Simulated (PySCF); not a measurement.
What binds SbO⁺: the parts of the energy along the bond

State: ¹Σ⁺, singlet, closed shell. RHF-based CCSD(T) in PySCF 2.14 with Sb cc-pwCVDZ-PP with ECP28, O aug-cc-pVDZ and Sb cc-pwCVTZ-PP with ECP28, O aug-cc-pVTZ (frozen core orbitals: 5; scalar-relativistic core potentials). Correlation energies are extrapolated as n⁻³ (n = 2, 3), Hartree–Fock as (n+1)·exp(−9√n). CV is the change on freezing 4 orbitals instead, in Sb cc-pwCVTZ-PP with ECP28, O cc-pwCVTZ. All energies in eV from Sb⁺ + O.

```tsv
R (Å)	HF/CBS	CCSD corr.	(T)	CV	total
1.5568	-0.119	-3.293	-0.4423	-0.0174	-3.871
1.6275	-0.883	-3.412	-0.5022	-0.0135	-4.810
1.6983	-1.136	-3.552	-0.5714	-0.0104	-5.270
1.7690	-1.032	-3.709	-0.6503	-0.0082	-5.399
1.8398	-0.681	-3.876	-0.7396	-0.0066	-5.303
1.9283	-0.020	-4.093	-0.8666	-0.0054	-4.984
2.0167	0.782	-4.308	-1.0127	-0.0049	-4.544
```

A fit to the total gives Re = 1.7695 Å, De = 5.399 eV, ωe = 923.1 cm⁻¹, Be = 0.3811 cm⁻¹ (masses 120.9038 and 15.9949 u).

Problem. At R = 1.7690 Å the CCSD correlation energy is -0.576850 hartree in the smaller basis and -0.793059 in the larger. Extrapolate it.

Solution. (3³·E3 − 2³·E2)/(3³ − 2³) = -0.88409 hartree; the larger basis holds 89.7 % of it.

The T1 diagnostic is 0.035, large enough to doubt a single reference. The open-shell atoms are computed with UHF. Spin–orbit coupling, excitations beyond (T) and corrections to the Born–Oppenheimer picture are left out, and spin–orbit coupling matters for open p, d or f shells this heavy.
